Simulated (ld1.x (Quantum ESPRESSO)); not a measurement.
# What one change does to a pseudopotential (Au (Z = 79), RRKJ)

gold, norm-conserving RRKJ (Kleinman–Bylander form), made with ld1.x (Quantum ESPRESSO) 7.5 (PBE, scalar-relativistic). Core [Xe] 4f14, reference 5d10 6s1 6p0. Waves: 6s (bound): rc 2.40 bohr; 5d (bound): rc 1.65 bohr; 6p (bound, empty): rc 3.25 bohr. Local part: the p channel. Core correction: none. rho0 = 0.01.

Change: all radii scaled by about 1.38 (s 3.32, p 4.50, d 2.28 bohr).

Cutoffs: the cutoffs (Ry, on a coarse ladder) from which the occupation-weighted sum of valence levels, in a spherical-Bessel basis at the reference potential, stays within 10 and 1 mRy of its value at 400 Ry; they do not see the model core or the augmentation charge, which bear on the density cutoff. Errors are all-electron minus pseudo energies relative to the spin-unpolarised reference configuration.

Question: What does the change do?

Answer: The potential gets softer (40 Ry and 70 Ry → 35 Ry and 40 Ry); of the 7 tests that both files solve, the error grows in 5 and shrinks in 1 by more than 15 % and 0.3 meV (median size 89.8 → 9.2 meV); neither file shows a bound ghost. A larger radius leaves more room for a smooth pseudo-wave, so fewer plane waves are needed.

| quantity | base | changed |
| --- | --- | --- |
| cutoff, loose | 40 Ry | 35 Ry |
| cutoff, tight | 70 Ry | 40 Ry |
| loose cutoff by channel (10 mRy a level) | s 21 Ry, d 35 Ry | s 6 Ry, d 30 Ry |
| bound ghosts | none | none |
| error for 5d10 6s0 6p0, meV [ΔE 9.41 eV] | -0.5 | -6.9 |
| error for 5d9 6s0 6p0, meV [ΔE 30.62 eV] | -114 | -285 |
| error for 5d8 6s0 6p0, meV [ΔE 64.49 eV] | -529 | -872 |
| error for 5d10 6s0.5 6p0, meV [ΔE 3.77 eV] | -0.9 | +0.8 |
| error for 5d9 6s1 6p1, meV [ΔE 7.50 eV] | -90 | +9.2 |
| error for 5d7 6s0 6p0, meV [ΔE 112.21 eV] | -1281 | -1704 |
| error for 5d10 6s0 6p1, meV [ΔE 5.25 eV] | +0.5 | -4.8 |
